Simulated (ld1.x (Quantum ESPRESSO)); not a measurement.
Plane-wave convergence, PAW potential for silver (Ag)

| Item | Value |
| --- | --- |
| Element | Ag |
| Generator | ld1.x (Quantum ESPRESSO) 7.5 |
| Type | PAW |
| Functional | Wu–Cohen |
| Relativity | scalar-relativistic |
| Frozen core | [Kr] |
| Valence charge | 11 |
| Reference configuration | 4d10 5s1 5p0 |
| Partial waves | 5s (bound): rcut 2.00, rcutus 2.70 bohr; 5s channel at 0.25 Ry: rcut 2.00, rcutus 2.70 bohr; 5p (bound, empty): rcut 2.90, rcutus 3.20 bohr; 5p channel at 2.75 Ry: rcut 2.90, rcutus 3.20 bohr; 4d (bound): rcut 1.00, rcutus 1.15 bohr; 4d channel at 0.65 Ry: rcut 1.00, rcutus 1.15 bohr |
| Local potential | all-electron potential smoothed inside 3.10 bohr (lloc = -2) |
| Core correction | Bessel-smoothed model core inside 0.60 bohr |
| Augmentation charge | PSQ, inside the norm-conserving radii |

The pseudo-atom Hamiltonian at the reference potential is diagonalised in spherical Bessel functions j_l(qr) that vanish at 20 bohr, with q² up to the cutoff. All-electron valence levels (Ry): 5s -0.3237, 5p -0.0472, 4d -0.5475.

**Question.** How do the lowest levels (Ry) of each channel move with the cutoff, and are there ghosts?

**Answer.**

```csv
cutoff (Ry),s #1,s #2,p #1,p #2,d #1,f #1,f #2,Σ f·Δε (mRy)
8,-0.3237,0.0103,-0.0471,0.0567,0.0597,0.1111,0.2384,6072.2
18,-0.3238,0.0103,-0.0471,0.0567,0.0447,0.1111,0.2384,5923.1
40,-0.3238,0.0103,-0.0471,0.0567,-0.4217,0.1111,0.2384,1258.7
60,-0.3238,0.0103,-0.0471,0.0567,-0.5370,0.1111,0.2384,105.7
110,-0.3238,0.0103,-0.0471,0.0567,-0.5472,0.1111,0.2384,3.8
180,-0.3238,0.0103,-0.0471,0.0567,-0.5475,0.1111,0.2384,0.5
400,-0.3238,0.0103,-0.0471,0.0567,-0.5476,0.1111,0.2384,0.0
```

Result: no extra level below or beside the all-electron valence levels (s, p, d, f tested); 10 mRy is reached at 80 Ry and 1 mRy at 140 Ry.

Its largest configuration-test error is -1109 meV.
